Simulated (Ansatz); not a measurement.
CH3BFGa, one more setting.

```yaml
crystal:
  periodic: [false, false, false]
  atoms:
    - {symbol: F, position_ang: [-0.990178, -1.421256, 0.147072]}
    - {symbol: C, position_ang: [0.184012, -0.743890, -0.223030]}
    - {symbol: B, position_ang: [0.538438, 0.515460, 0.398575]}
    - {symbol: Ga, position_ang: [-1.617919, 0.758431, -0.617540]}
    - {symbol: H, position_ang: [0.658059, -1.295732, -1.027033]}
    - {symbol: H, position_ang: [-0.203118, 0.984401, 1.245134]}
    - {symbol: H, position_ang: [1.492006, 1.134586, 0.031322]}
basis:
  gaussian: {orbitals: def2-mTZVPP, nuclear_model: gaussian}
hamiltonian: {xc: {name: PBE0}, dispersion: d4}
accuracy: high
output: {forces: true}
```

```sh
$ ansatz run in.yaml --threads 2 --pin off --events-out ev --progress --plain --max-ram 4352MiB
```

Output, abridged:

```
Functional definition: PBE0
2333 factors; integrals over basis functions are off by at most 4.6e-9 eV
mean field evaluation 1: about -56840.1384 eV, gradient 4.6e1 eV
mean field evaluation 2: about -56829.8697 eV, gradient 7.2e1 eV
mean field evaluation 4: about -56845.4517 eV, gradient 5.8e0 eV
mean field evaluation 8: about -56845.6818 eV, gradient 5.6e-1 eV
mean field evaluation 16: about -56845.6827 eV, gradient 1.7e-4 eV
mean field -56845.68265157 eV, -2089.0403060577 hartree, gradient 2.1e-8 eV, S^2 0.000000; 0 other end points of the search recorded, 0 dependent functions left out
reference -56845.68265426 eV, -2089.0403061566 hartree; 27, 27 occupied and 86, 86 virtual orbitals, 2333 factors
Total energy: -56845.79646438 eV, -2089.0444886012 hartree
Atom 0 at    -0.990178    -1.421256     0.147072 Å, force    -0.099463    -0.052202     0.041655 eV/Å
Atom 1 at     0.184012    -0.743890    -0.223030 Å, force     0.140367     0.045299    -0.042371 eV/Å
Atom 2 at     0.538438     0.515460     0.398575 Å, force     0.006558     0.009906     0.044100 eV/Å
Atom 3 at    -1.617919     0.758431    -0.617540 Å, force    -0.070400     0.027683    -0.036101 eV/Å
Atom 4 at     0.658059    -1.295732    -1.027033 Å, force     0.004175    -0.015746    -0.007210 eV/Å
Atom 5 at    -0.203118     0.984401     1.245134 Å, force     0.025989    -0.006484     0.000152 eV/Å
Atom 6 at     1.492006     1.134586     0.031322 Å, force    -0.007227    -0.008457    -0.000225 eV/Å
Dipole moment:    -0.249561     0.158435    -0.322640 e Å
```

Run time 9 s (2 threads of an Arm Neoverse V1 on a shared host); peak host memory 0.45 GiB.
